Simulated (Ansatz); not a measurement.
Basis-set series for CCl$_{3}$F$_{3}$Ge (`F[C](F)(F)[Ge]([Cl])([Cl])[Cl]`). Charge 0, multiplicity 1. All single points use the PBE0-D4/def2-TZVP geometry.

```
functional       basis  functions  energy (Eh)  HOMO (eV)  LUMO (eV)
   PBE0-D4  def2-TZVPP        298  -3794.54158      -9.59      -1.78
   PBE0-D4  def2-QZVPP        527  -3794.64283      -9.62      -1.86
   ωB97M-V  def2-TZVPP        298  -3795.31901     -11.77       0.31
   ωB97M-V  def2-QZVPP        527  -3795.41602     -11.82       0.16
```

Question: Give the rows for def2-SVP. (Best estimate.)

Answer: Ansatz gave: 
```tsv
functional	basis	functions	energy (Eh)	HOMO (eV)	LUMO (eV)
PBE0-D4	def2-SVP	142	-3793.39414	-9.48	-1.55
ωB97M-V	def2-SVP	142	-3794.17182	-11.62	0.66
```

Positive LUMOs are unbound and depend on the basis. Scalar relativity is left out up to krypton.
